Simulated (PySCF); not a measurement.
CdI, SMILES [Cd+][I], charge +1.

Geometry: r2SCAN-D4/def2-TZVP. The multiplicity is an assumed one; other spin states were not compared. The def2 effective core potentials stand for the cores of Cd, I; spin–orbit coupling is left out.

Level of theory: PySCF with TDA-M06-2X/def2-TZVPD.

Vertical excitations; the highest root listed may be one member of a degenerate set. The molecule is in vacuum. State labels are in the subgroup C2v.

```csv
state,symmetry,energy (eV),λ (nm),f,main pairs
S1,B2,1.76,703,0.003,HOMO→LUMO (degenerate set)
S2,B1,1.76,703,0.003,HOMO−1→LUMO (degenerate set)
S3,A1,4.56,272,0.266,"HOMO−2→LUMO 75 %, HOMO→LUMO+1 11 %, HOMO−1→LUMO+2 11 %"
S4,A2,5.62,221,0.000,"HOMO→LUMO+2 49 %, HOMO−1→LUMO+1 49 %"
S5,A2,5.73,217,0.000,"HOMO−1→LUMO+1, HOMO→LUMO+2 (degenerate set)"
S6,A1,5.73,216,0.000,"HOMO−1→LUMO+2, HOMO→LUMO+1 (degenerate set)"
S7,A1,7.06,176,1.063,"HOMO→LUMO+1 35 %, HOMO−1→LUMO+2 35 %, HOMO−2→LUMO 19 %"
S8,B2,7.68,161,0.018,"HOMO→LUMO+3, HOMO−2→LUMO+1 (degenerate set)"
S9,B1,7.68,161,0.018,"HOMO−1→LUMO+3, HOMO−2→LUMO+2 (degenerate set)"
S10,B2,7.96,156,0.227,"HOMO−2→LUMO+1 50 %, HOMO→LUMO+3 47 %"
T1,B2,1.41,878,0,HOMO→LUMO (degenerate set)
T2,B1,1.41,878,0,HOMO−1→LUMO (degenerate set)
T3,A1,2.68,462,0,HOMO−2→LUMO 98 %
T4,A1,5.47,227,0,"HOMO→LUMO+1 49 %, HOMO−1→LUMO+2 49 %"
```
Triplets are in the Tamm–Dancoff approximation.
